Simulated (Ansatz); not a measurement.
Molecule: C2H11NSi2 (charge 0, singlet). 
Coordinates optimised at B3LYP-D3(BJ)/def2-TZVP (Ansatz, a quantum-chemistry and plane-wave program):
```
Si
N 1 1.7377
H 2 1.0104 1 115.96
Si 2 1.7270 3 114.41 1 176.07
H 4 1.4820 2 107.77 3 4.56
H 4 1.4836 5 109.05 2 -121.55
H 4 1.4849 5 108.78 6 -116.06
H 1 1.4891 2 110.31 3 63.76
C 1 1.8706 8 109.07 2 -118.19
H 9 1.0920 1 111.78 8 60.63
H 9 1.0921 10 108.10 1 -122.96
H 9 1.0922 10 107.52 11 -116.16
C 1 1.8717 8 107.64 2 120.73
H 13 1.0922 1 110.93 8 177.29
H 13 1.0927 14 107.88 1 -121.97
H 13 1.0928 14 108.26 15 -116.07
```
Charge 0, spin multiplicity 1.

Quantity: atomisation energy (electronic, to ground-state atoms), in eV. Valence correlation only, unless marked. UHF or UKS for open shells. Spin-orbit coupling is left out. No relativistic terms. The coupled-cluster limit lacks core correlation, which all-electron functionals hold. CBS marks a two-point X^-3 extrapolation of the correlation energy; Hartree-Fock from the larger set.

```tsv
level	program	atomisation energy (eV)
PBE/def2-TZVPD	Ansatz	58.33
PBE0-D4/def2-TZVP	Ansatz + dftd4	58.29
```

**Question.** Estimate the value at CCSD(T)/CBS(cc-pV(T+d)Z,cc-pV(Q+d)Z) as computed with Ansatz.

**Answer.** 58.71 eV, so PBE0-D4/def2-TZVP differs from it by -0.42 eV.
